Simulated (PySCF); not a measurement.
C5H7NO2.
SMILES with atom numbers: `[CH3:1][O:2][C@@:3]1([C:4]#[N:5])[CH2:6][CH2:7][O:8]1`

Structure used (GFN2-xTB), in Å, numbered top down from 1:
```
atom  x, y, z in Å
C1     2.2240    0.3197   -0.1204
O2     1.0281   -0.0369   -0.7951
C3    -0.1320    0.2488   -0.0906
C4    -0.3027    1.6801    0.1532
N5    -0.4653    2.7966    0.3337
C6    -1.3686   -0.4389   -0.7020
C7    -1.4307   -1.1924    0.6293
O8    -0.2804   -0.4995    1.1254
H9     2.2958    1.4046    0.0046
H10    2.2692   -0.1641    0.8586
H11    3.0343   -0.0353   -0.7523
H12   -1.1131   -1.0382   -1.5703
H13   -2.2046    0.2203   -0.9173
H14   -2.3079   -0.9887    1.2477
H15   -1.2505   -2.2680    0.5734
```

Definitions: NICS(0) = −σiso at the ring centroid; NICS(1) = −σiso and NICS(1)zz = −σzz at ±1 Å along the ring normal z. Level: GIAO PBE0/pcSseg-1 (PySCF, non-relativistic, gas phase) on the GFN2-xTB geometry, one conformer.

Ring bond lengths (Å), with Mayer bond orders in brackets: C3–C6 1.541 (1.01), C6–C7 1.531 (1.05), C7–O8 1.432 (0.92), O8–C3 1.436 (0.95).

What do the NICS probes read (ppm)?

```tsv
ring	type	NICS(0)	NICS(1), two faces	NICS(1)zz, two faces	rms pucker (Å)	centre to ring atoms, mean (Å)
C3–C6–C7–O8	4-membered ring with O; formal bonds all single	-1.5	0.2 / 0.5	2.6 / 4.0	0.00	1.05
```

What can be read from them?

- C3–C6–C7–O8: mean NICS(1)zz 3.3 ppm, deshielded. C3, C6, C7 have four or more neighbours, and the NICS criterion for π rings isn't applied.

Give the inner angles of the rings and the Hirshfeld charges of the ring atoms.

- C3–C6–C7–O8: C3 91.2° (+0.166 e), C6 84.7° (-0.073 e), C7 91.7° (+0.011 e), O8 92.4° (-0.156 e); sum 360.0° against 360° for a flat convex ring.

What are the shieldings of the ring atoms and their hydrogens in the same run (means over atoms taken as equivalent)?

```csv
atoms,environment,σ isotropic (ppm),"principal values of the symmetric part, first atom (ppm)"
C3,sp3 carbon bearing two oxygens,87.7,"62.6, 94.9, 105.6"
C6,four-membered-ring carbon,148.6,"128.8, 135.5, 181.6"
C7,sp3 carbon bound to oxygen,120.7,"90.4, 101.7, 169.9"
O8,cyclic ether oxygen,238.2,"147.2, 232.8, 334.5"
H12,methylene hydrogen,28.80,"26.2, 27.2, 33.0"
H13,methylene hydrogen,28.66,"26.2, 27.2, 32.6"
H14,methylene hydrogen,26.95,"24.6, 24.7, 31.6"
H15,methylene hydrogen,27.10,"24.2, 24.6, 32.5"
```

On an Intel Xeon Platinum 8375C at 2.90 GHz with one thread, no GPU, shared host with 128 logical CPUs at a one-minute load of 49, this took 23 s wall and 0.77 GiB of memory at its peak. This is the whole shielding run at PBE0/pcSseg-1, SCF included.
